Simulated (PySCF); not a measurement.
Si(F)2 anion (F2Si), SMILES F[Si]F (connectivity only; charge and spin as stated), charge -1, multiplicity 2. Geometry optimised at PBE0-D3(BJ)/def2-TZVPD. The spin state was assumed, not searched. The isomer is the one that the SMILES or the coordinates give; other isomers of the formula were not compared.

Calculation: PBE0-D3(BJ)/def2-TZVPD run with PySCF 2.14.0.

Harmonic wavenumbers (cm⁻¹): 302, 668, 685. Rotational constants (GHz): 24.91, 8.401, 6.283; symmetry number 2.

Task: Work out the zero-point energy and the ideal-gas rigid-rotor harmonic-oscillator thermochemistry at 298.15 K and 1 atm.

Result: ZPE = ½ Σ hcν = ½ × 1655 cm⁻¹ = 9.90 kJ/mol. H − E(el) = 21.55 kJ/mol. Entropy in J/(mol K): translation 161.01, rotation 90.54, vibration 8.69, spin 5.76, total 266.01. G − E(el) = -57.76 kJ/mol. Cp = 47.57 J/(mol K).
